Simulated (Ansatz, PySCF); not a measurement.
Potential energy surface of O2Zr, singlet: symmetric bend, bond length relaxed. Scanned: O-Zr-O angle. Other coordinates (Zr-O bond length) were minimised at PBE0/def2-TZVP. Each profile is relative to its own lowest point.

```tsv
a / °	A	B	C
180	39.1	49.9	56.3
170	36.9	47.0	53.0
160	30.7	39.5	44.5
150	22.2	29.3	33.3
140	13.1	18.7	21.7
130	5.5	9.3	11.5
120	0.7	2.7	3.9
110	0.0	0.0	0.0
100	4.7	2.2	0.9
90	16.4	10.8	8.1
80	38.4	28.6	24.0
```

Energies in kcal/mol.

Problem. Assign the columns to these levels of theory: PySCF with CAM-B3LYP/def2-TZVP, def2 effective core potentials past Kr; RHF/def2-TZVP, def2 effective core potentials past Kr (PySCF 2.14.0); restricted PBE/def2-TZVP, def2 effective core potentials past Kr run with Ansatz (a first-principles code).

Solution. A is RHF; B is CAM-B3LYP; C is RKS-PBE/def2-TZVP.
